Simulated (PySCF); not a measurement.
Cu(SH)2 (doublet state).
Bonds: Cu1–S2, Cu1–S4. Hydrogens: H3 on S2; H5 on S4.

Computed by this run: PBE0-D3(BJ)/def2-SVP geometry optimisation, gas phase (PySCF); unrestricted, density fitting, grid level 1; the optimiser is geomeTRIC in internal coordinates, started from a GFN2-xTB structure with every atom displaced at random (about 0.03 Å).

Step 0: E = -66317.6953 eV
```
atom  x, y, z in Å  |  force x, y, z in eV/Å
Cu1     0.0640   -0.0780    0.0130   -0.039   0.046  -0.457
S2     -0.0567    0.0186    2.1487   -2.014  -0.866  -0.374
H3      1.1161    0.5098    2.3288    2.016   0.839   0.295
S4      0.1397   -0.0273   -2.1662   -1.602  -0.639   0.195
H5     -1.1883   -0.5336   -2.3864    1.639   0.620   0.341
```

**Question.** Estimate the geometry and energy of step 1. (The exact step hangs on the optimiser's Hessian estimate; all steps are aligned on step 0, rigid shifts and turns removed.)

**Answer.** E = -66317.8599 eV, largest force 0.325 eV/Å
```
atom  x, y, z in Å  |  force x, y, z in eV/Å
Cu1     0.0314   -0.0815   -0.0065    0.011   0.055  -0.179
S2     -0.0903    0.0041    2.1258    0.026  -0.006  -0.006
H3      1.1505    0.5188    2.3136   -0.041  -0.022  -0.035
S4      0.1138   -0.0353   -2.1581    0.214   0.058   0.238
H5     -1.1305   -0.5165   -2.3369   -0.210  -0.083  -0.018
```

The energy changes by -0.1646 eV. The first-order estimate −F·Δx gives -0.3417 eV and the mean of the old and new forces, exact on a quadratic surface, -0.1622 eV. The step makes an angle of 38° with the force vector and moves no atom by more than 0.078 Å.

What follows is the cost of the whole optimisation. The run took 45 s on Arm Neoverse V1, one thread (shared host), and the process peaked at 0.35 GiB of memory.
